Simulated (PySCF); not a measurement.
A structure optimised at PBE-D3(BJ)/def2-SVP, used in a PySCF frequency run:

```
C
H 1 1.1106
H 1 1.1128 2 106.66
B 1 1.5937 2 113.23 3 -120.86
O 4 1.3729 1 123.49 2 -0.51
H 5 0.9710 4 111.61 1 1.79
O 4 1.3737 5 114.64 6 -179.46
H 7 0.9722 4 112.20 5 -177.74
Si 1 1.8946 2 108.94 3 114.71
H 9 1.5043 1 110.83 2 67.62
H 9 1.5055 10 108.76 1 123.98
H 9 1.5099 10 107.91 11 116.56
```

Q: Write its SMILES and formula.

A: OB(O)C[SiH3], CH₇BO₂Si

Q: What are its rotational constants (standard atomic weights)?

A: 7.0063, 2.1362, 1.8336 GHz
